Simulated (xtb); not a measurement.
dimethylacetylene (C4H6), singlet, geometry from GFN2-xTB; xtb with GFN2-xTB.

Input for xtb:
```
$ xtb mol.xyz --gfn 2 --hess --json

# file mol.xyz
10

C      0.00350171     0.00681221     2.04717461
C      0.00102454     0.00199315     0.59897157
C     -0.00102454    -0.00199315    -0.59897157
C     -0.00350171    -0.00681221    -2.04717461
H     -0.01660974     1.03166869     2.41791685
H     -0.87195983    -0.52171478     2.42454899
H      0.90099445    -0.48578258     2.42139677
H     -0.02489300     1.01555447    -2.42465823
H      0.89271120    -0.50189680    -2.42117830
H     -0.88024308    -0.53782899    -2.41802609
```

Output, abridged:

```
   ID    Z sym.   atoms
    1    6 C      1-4
    2    1 H      5-10

           -------------------------------------------------
          |                Calculation Setup                |
           -------------------------------------------------

           -------------------------------------------------
          |                 G F N 2 - x T B                 |
           -------------------------------------------------

          ...................................................
          :                      SETUP                      :
          :.................................................:
          :  # basis functions                  22          :
          :  # atomic orbitals                  22          :
          :  # shells                           14          :
          :  # electrons                        22          :
          :  max. iterations                   250          :
          :  Hamiltonian                  GFN2-xTB          :
          :  restarted?                      false          :
          :  GBSA solvation                  false          :
          :  PC potential                    false          :
          :  electronic temp.          300.0000000     K    :
          :  accuracy                    1.0000000          :
          :  -> integral cutoff          0.2500000E+02      :
          :  -> integral neglect         0.1000000E-07      :
          :  -> SCF convergence          0.1000000E-05 Eh   :
          :  -> wf. convergence          0.1000000E-03 e    :
          :  Broyden damping             0.4000000          :
          :  net charge                          0          :
          :  unpaired electrons                  0          :
          ...................................................

 iter      E             dE          RMSdq      gap      omega  full diag
   1    -11.8089846 -0.118090E+02  0.572E+00    6.99       0.0  T
   2    -11.8173404 -0.835587E-02  0.331E+00    6.98       1.0  T
   3    -11.8176862 -0.345779E-03  0.425E-01    6.90       1.0  T
   4    -11.8178877 -0.201481E-03  0.839E-02    6.91       1.0  T
   5    -11.8179046 -0.169340E-04  0.321E-02    6.92       1.0  T
   6    -11.8179047 -0.382180E-07  0.142E-03    6.92      22.3  T
   7    -11.8179047 -0.723611E-08  0.365E-04    6.92      86.7  T
   8    -11.8179047 -0.116204E-09  0.710E-06    6.92    4454.6  T

   *** convergence criteria satisfied after 8 iterations ***

         :::::::::::::::::::::::::::::::::::::::::::::::::::::
         ::                     SUMMARY                     ::
         :::::::::::::::::::::::::::::::::::::::::::::::::::::
         :: total energy             -11.557536042648 Eh    ::
         :: gradient norm              0.000034993958 Eh/a0 ::
         :: HOMO-LUMO gap              6.915601335712 eV    ::
         ::.................................................::
         :: SCC energy               -11.817904896046 Eh    ::
         :: -> isotropic ES            0.003394324232 Eh    ::
         :: -> anisotropic ES          0.001720710257 Eh    ::
         :: -> anisotropic XC          0.009452501409 Eh    ::
         :: -> dispersion             -0.003752061766 Eh    ::
         :: repulsion energy           0.260368853398 Eh    ::
         :: add. restraining           0.000000000000 Eh    ::
         :: total charge               0.000000000000 e     ::
         :::::::::::::::::::::::::::::::::::::::::::::::::::::

           -------------------------------------------------
          |                Numerical Hessian                |
           -------------------------------------------------
step length          :   0.00500
SCC accuracy         :   0.30000
Hessian scale factor :   1.00000
frozen atoms in %    :   0.00000    0
RMS gradient         :   0.00003
estimated CPU  time      0.01 min

writing file <hessian>.

 projected vibrational frequencies (cm⁻¹)
eigval :       -0.00    -0.00     0.00     0.00     0.00     0.00
eigval :      -11.88   218.68   218.68   302.13   302.16   772.22
eigval :     1002.02  1002.03  1054.90  1054.92  1218.30  1390.08
eigval :     1395.67  1461.49  1461.50  1462.30  1462.33  2427.65
eigval :     2997.13  2997.17  2998.53  2998.60  3006.19  3007.61
           -------------------------------------------------
          |                Property Printout                |
           -------------------------------------------------

    * Orbital Energies and Occupations

         #    Occupation            Energy/Eh            Energy/eV
      -------------------------------------------------------------
         1        2.0000           -0.6069359             -16.5156
         2        2.0000           -0.5986598             -16.2904
         3        2.0000           -0.5776324             -15.7182
         4        2.0000           -0.5068388             -13.7918
         5        2.0000           -0.4867465             -13.2450
         6        2.0000           -0.4867465             -13.2450
         7        2.0000           -0.4754351             -12.9372
         8        2.0000           -0.4754351             -12.9372
         9        2.0000           -0.4607839             -12.5386
        10        2.0000           -0.3828785             -10.4187
        11        2.0000           -0.3828785             -10.4187 (HOMO)
        12                         -0.1287348              -3.5031 (LUMO)
        13                         -0.1287348              -3.5031
        14                          0.0673492               1.8327
        15                          0.1761739               4.7939
        16                          0.1817447               4.9455
        17                          0.2277836               6.1983
        18                          0.2277836               6.1983
        19                          0.2491961               6.7810
        20                          0.2491961               6.7810
[...]
 q only:        0.000      -0.000       0.000
   full:        0.000      -0.000       0.000       0.000
molecular quadrupole (traceless):
                xx          xy          yy          xz          yz          zz
 q only:       -1.401       0.000      -1.401       0.007       0.014       2.803
  q+dip:       -2.792       0.000      -2.792       0.014       0.028       5.584
   full:       -1.940       0.000      -1.939       0.010       0.019       3.879

           -------------------------------------------------
          |               Frequency Printout                |
           -------------------------------------------------
 projected vibrational frequencies (cm⁻¹)
eigval :       -0.00    -0.00     0.00     0.00     0.00     0.00
Molecule has the following symmetry elements: (C3) 3*(C2) (S3) 4*(sigma)
It seems to be the D3h point group
eigval :      -11.88   218.68   218.68   302.13   302.16   772.22
eigval :     1002.02  1002.03  1054.90  1054.92  1218.30  1390.08
eigval :     1395.67  1461.49  1461.50  1462.30  1462.33  2427.65
eigval :     2997.13  2997.17  2998.53  2998.60  3006.19  3007.61
 reduced masses (amu)
   1:  5.32   2:  8.63   3:  8.75   4:  9.88   5:  8.75   6: 10.30   7:  1.01   8:  8.64
   9:  8.64  10: 10.62  11: 10.62  12:  9.63  13:  3.78  14:  3.78  15:  4.16  16:  4.16
  17:  9.81  18:  3.19  19:  4.22  20:  1.56  21:  1.56  22:  1.52  23:  1.52  24: 11.97
  25:  1.95  26:  1.95  27:  1.94  28:  1.94  29:  1.23  30:  1.25
 IR intensities (km·mol⁻¹)
   1:  0.00   2:  0.00   3:  0.00   4:  0.00   5:  0.00   6:  0.01   7:  0.01   8:  4.24
   9:  4.24  10:  0.00  11:  0.00  12:  0.00  13:  0.00  14:  0.00  15: 15.11  16: 15.14
  17: 39.65  18:  0.00  19:  3.56  20:  0.02  21:  0.00  22:  8.34  23:  8.35  24:  0.00
  25:  0.00  26:  0.00  27: 60.79  28: 60.72  29: 68.63  30:  0.00
 Raman intensities (Ä⁴*amu⁻¹)
   1:  0.00   2:  0.00   3:  0.00   4:  0.00   5:  0.00   6:  0.00   7:  0.00   8:  0.00
   9:  0.00  10:  0.00  11:  0.00  12:  0.00  13:  0.00  14:  0.00  15:  0.00  16:  0.00
  17:  0.00  18:  0.00  19:  0.00  20:  0.00  21:  0.00  22:  0.00  23:  0.00  24:  0.00
  25:  0.00  26:  0.00  27:  0.00  28:  0.00  29:  0.00  30:  0.00
 output can be read by thermo (or use thermo option).
 writing <g98.out> molden fake output.
 recommended (thermochemical) frequency scaling factor: 1.0
           -------------------------------------------------
          |             Thermodynamic Functions             |
           -------------------------------------------------

d3h symmetry found (for desy threshold:  0.10E+00) used in thermo
 inverting freq            1   11.877793870955486

          ...................................................
          :                      SETUP                      :
          :.................................................:
          :  # frequencies                          24      :
          :  # imaginary freq.                       0      :
          :  linear?                             false      :
          :  only rotor calc.                    false      :
          :  symmetry                              d3h      :
          :  rotational number                       6      :
          :  scaling factor                  1.0000000      :
          :  rotor cutoff                   50.0000000 cm⁻¹ :
          :  imag. cutoff                  -20.0000000 cm⁻¹ :
          :.................................................:

    mode    ω/cm⁻¹     T·S(HO)/kcal·mol⁻¹    T·S(FR)/kcal·mol⁻¹   T·S(vib)
   ------------------------------------------------------------------------
       1     11.88    -2.28656 (  0.32%)    -1.47821 ( 99.68%)    -1.48078
       2    218.68    -0.58736 ( 99.73%)    -0.61920 (  0.27%)    -0.58745
       3    218.68    -0.58736 ( 99.73%)    -0.61920 (  0.27%)    -0.58744
   ------------------------------------------------------------------------

   temp. (K)  partition function   enthalpy   heat capacity  entropy
                                   cal/mol     cal/K/mol   cal/K/mol   J/K/mol
 298.15  VIB   76.3                 1938.983     10.801     12.415
         ROT  0.474E+04              888.752      2.981     19.801
         INT  0.362E+06             2827.735     13.782     32.217
         TR   0.385E+27             1481.254      4.968     37.869
         TOT                        4308.9894    18.7502    70.0859   293.2395

       T/K    H(0)-H(T)+PV         H(T)/Eh          T*S/Eh         G(T)/Eh
   ------------------------------------------------------------------------
    298.15    0.686681E-02    0.893916E-01    0.333001E-01    0.560915E-01
   ------------------------------------------------------------------------

         :::::::::::::::::::::::::::::::::::::::::::::::::::::
         ::                  THERMODYNAMIC                  ::
         :::::::::::::::::::::::::::::::::::::::::::::::::::::
         :: total free energy         -11.501444549854 Eh   ::
         ::.................................................::
         :: total energy              -11.557536042647 Eh   ::
         :: zero point energy           0.082524764504 Eh   ::
         :: G(RRHO) w/o ZPVE           -0.026433271711 Eh   ::
         :: G(RRHO) contrib.            0.056091492793 Eh   ::
         :::::::::::::::::::::::::::::::::::::::::::::::::::::
imag cut-off (cm-1) :    5.00
 found            1  significant imaginary frequency
 writing imag mode distorted coords to xtbhess.xyz
 for further optimization.

           -------------------------------------------------
          | TOTAL ENERGY              -11.557536042647 Eh   |
          | TOTAL ENTHALPY            -11.468144466500 Eh   |
          | TOTAL FREE ENERGY         -11.501444549854 Eh   |
          | GRADIENT NORM               0.000034985645 Eh/α |
          | HOMO-LUMO GAP               6.915601252338 eV   |
           -------------------------------------------------

normal termination of xtb
```
